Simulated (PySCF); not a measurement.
One ligand Y is varied and pulled off as a radical: Zn(OH)1–Y. Gas-phase values, no solvent. One relaxed conformer stands for each flexible species; it need not be the lowest. Multiplicities are imposed; where one is given, others were not computed. Strings in code marks are SMILES.

The charge on the central atom (Mulliken) from two functionals at the same geometries (PBE-D3(BJ)/def2-SVP), both in PySCF: PBE-D3(BJ)/def2-TZVP and TPSSh-D3(BJ)/def2-TZVP. 

```tsv
species	PBE-D3(BJ)/def2-TZVP (e)	TPSSh-D3(BJ)/def2-TZVP (e)
Y = Cl	0.53	0.62
Y = F ([Zn(OH)(F)])	0.66	0.76
Y = Br ([Zn(OH)(Br)])	0.49	0.58
Y = NH2 ([Zn(OH)(NH2)])	0.40	0.49
```

Over these rows, drawn at random from the members with no instability flagged (it was tested for open shells, ions and some series alone), PBE minus TPSSh-D3(BJ): mean -0.09 e, from -0.10 e to -0.09 e.
